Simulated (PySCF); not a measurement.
C3H12OSi2, SMILES C[Si](C)(C)O[SiH3].

Coordinates come from a r2SCAN-D4/def2-SVP optimisation. Other conformers were not sampled.

Two levels are set side by side: TDA-PBE/def2-SVPD (PySCF) and TDA-M06-2X/def2-SVPD (PySCF). Vertical, same geometry. The lowest singlet is HOMO→LUMO 100 % with PBE and HOMO→LUMO 67 % with the other functional; states are paired by order. Differences are taken from unrounded values.

```tsv
quantity	TDA-M06-2X
lowest singlet excitation (eV)	7.38
lowest triplet excitation (TDA) (eV)	7.13
```

### Question
What does TDA-PBE give, and how far is it from TDA-M06-2X? (The exact figures need the calculation; the answer reports its results.)

### Answer

```tsv
quantity	TDA-PBE	TDA-PBE minus TDA-M06-2X
lowest singlet excitation (eV)	6.19	-1.19
lowest triplet excitation (TDA) (eV)	6.02	-1.11
```

Functionals without exact exchange tend to place singlet excitations lower, as here. Differences between two approximate levels are no errors against the true value.

Rough cost on one machine, each run with all the roots and properties that it gave: TDA-M06-2X against TDA-PBE about 10 times.
